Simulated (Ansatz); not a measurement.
Ideal-gas functions of `[SH][Ga]([Br])[Br]` at 600 K and 1 bar, from an Ansatz frequency run at PBE0-D4/def2-TZVP.

Molar mass 262.61 g/mol, point group Cs (symmetry number 1), electronic degeneracy 1, moments of inertia 321.23, 613.918, 935.148 u Å². Harmonic wavenumbers (cm⁻¹, unscaled): 85, 95, 118, 257, 276, 343, 435, 718, 2708.

Use S(trans) = R[1.5 ln M + 2.5 ln T − 1.1517]; rotational temperatures θ = 24.2544 K / I; S(rot) = R[ln(√π/σ · √(T³/θAθBθC)) + 1.5]; for each mode x = 1.438777 ν̃/T, S = R[x/(eˣ − 1) − ln(1 − e⁻ˣ)] and H = RT x/(eˣ − 1); 1 cm⁻¹ = 0.0119627 kJ/mol; R = 8.31446 J/(mol·K).

Problem. By hand: the entropy, in J/(mol·K).

Solution. Translation 192.9. Rotation: θ = 0.0755, 0.0395, 0.0259 K, giving 136.4. Vibration, mode by mode: 21.55, 20.63, 18.84, 12.47, 11.90, 10.17, 8.33, 4.75, 0.09, in all 108.7. Electronic 0.0. Sum 438.0 J/(mol·K).

Problem. By hand: H − E and G − E in kJ/mol, counted from the electronic energy.

Solution. Zero-point energy ½ × 5035 × 0.0119627 = 30.1; thermal vibration 28.3; translation, rotation and pV give 4 RT = 20.0. H − E = 78.4 kJ/mol, and G − E = 78.4 − 600 × 438.0/1000 = -184.4 kJ/mol.

Vibration gives 25 % of the entropy, 61.0 J/(mol·K) of it from the modes under 150 cm⁻¹: soft modes count most, and the harmonic formula is weakest for them. The sum counts one conformer and one mirror image; others add a mixing term.
